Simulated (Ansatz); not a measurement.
Cost and result up the ladder for dimethylphenylsulfonium hydroxide (C₈H₁₂OS) (22 atoms). Total charge 0; singlet. Geometry: PBE-D4/def2-SVP.

```xyz
22

C     1.567   -1.667   -0.185
S     1.103   -0.190   -1.162
C     1.846    1.328   -0.459
C    -0.536    0.044   -0.143
C    -1.711    0.001   -0.907
C    -2.967    0.151   -0.292
C    -3.047    0.344    1.095
C    -1.872    0.387    1.865
C    -0.621    0.237    1.247
H     0.655   -2.159    0.201
H     2.139   -2.287   -0.894
H     2.211   -1.357    0.663
H     2.479    1.714   -1.274
H     1.051    2.029   -0.144
H     2.475    1.058    0.412
H    -1.641   -0.152   -1.998
H    -3.886    0.117   -0.899
H    -4.028    0.462    1.581
H    -1.933    0.541    2.955
H     0.293    0.267    1.864
O     2.845   -0.432   -2.088
H     3.578   -0.435   -1.437
```

Ansatz on 4 threads of Intel Xeon 6975P-C on a shared host. Times are rough, and most runs start from the orbitals of an earlier one. PBE0-D4/def2-TZVP serves as the yardstick here, not as an exact answer. Differences are given only for rows in sets of like size (and for xTB, whose basis is part of the method), since another set adds its own error. Binding counts from free atoms at the same level (C triplet, S triplet, H doublet, O triplet; other spins of the atoms weren't run), without zero-point energy or a counterpoise term.

B3LYP takes the VWN-RPA correlation. HSE06 is defined as in plane-wave codes, on full-range PBE exchange. Correlated methods freeze 14 core orbitals. The rows differ in basis, and correlated rows in double-zeta sets carry the largest basis error.

Run but left out: HF/STO-3G, HF/6-31G (restricted singlet, unstable in another Hartree–Fock run and untested here).

Correlated methods converge slowly with the basis, most of all in double-zeta sets.

```tsv
level	functions	binding energy per atom (eV)	difference from PBE0-D4/def2-TZVP (eV)	remarks
MP2/def2-SVP	204	4.17	–	restricted SCF unstable
PBE0-D4/def2-TZVP (with forces)	388	4.36	0.00	–
BLYP-D4/def2-TZVP	388	4.33	-0.03	–
PBE0-D4/def2-SVP	204	4.39	–	–
PBE-D4/def2-TZVP	388	4.46	0.10	–
r2SCAN-D4/def2-TZVP (with forces)	388	4.34	-0.02	–
PBE-D4/def2-SVP	204	4.49	–	–
B3LYP-D4/6-31G	118	4.15	–	–
HSE06-D4/def2-TZVP	388	4.37	0.00	–
```

Task: Estimate how long each takes.

Result: PBE-D4/def2-SVP 1.5 s; B3LYP-D4/6-31G 1.6 s; PBE0-D4/def2-SVP 2.5 s; MP2/def2-SVP 2.9 s; PBE-D4/def2-TZVP 3.5 s; BLYP-D4/def2-TZVP 3.7 s; r2SCAN-D4/def2-TZVP (with forces) 7 s; HSE06-D4/def2-TZVP 7.5 s; PBE0-D4/def2-TZVP (with forces) 11 s. On shared hardware such times vary by a factor of up to 3.
